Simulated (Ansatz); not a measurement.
C$_{2}$H$_{2}$, charge +1, doublet, geometry from GFN2-xTB (a state made from the parent by changing its charge; the spin is typed, not shown lowest). Base run: Ansatz (a first-principles code) with CCSD(T)/6-31G**.

The Ansatz input:
Ansatz 0.2 input:
```yaml
crystal:
  periodic: [false, false, false]
  atoms:
    - {symbol: C, position_ang: [-0.00551819, 0.03208200, 0.61232370]}
    - {symbol: C, position_ang: [-0.01710497, 0.04493818, -0.61130026]}
    - {symbol: H, position_ang: [0.05212052, -0.21358621, -1.66624117]}
    - {symbol: H, position_ang: [0.08361842, -0.24853489, 1.66010049]}
basis:
  gaussian:
    orbitals: 6-31G__.json
total_charge: 1
magnetization: {spin_polarized: true, initial_magnetization: 1}
correlation: {method: ccsd_t}
```
The basis file holds 6-31G** in the JSON format of the Basis Set Exchange.

The base was run again with changes. Order these runs by total energy, lowest first: method = ccsd | electrons = all | method = mp2 | reference functional = pbe0.

electrons = all (ΔE vs base (mEh) -9.352), reference functional = pbe0 (ΔE vs base (mEh) 1.444), method = ccsd (ΔE vs base (mEh) 8.050), method = mp2 (ΔE vs base (mEh) 33.178)
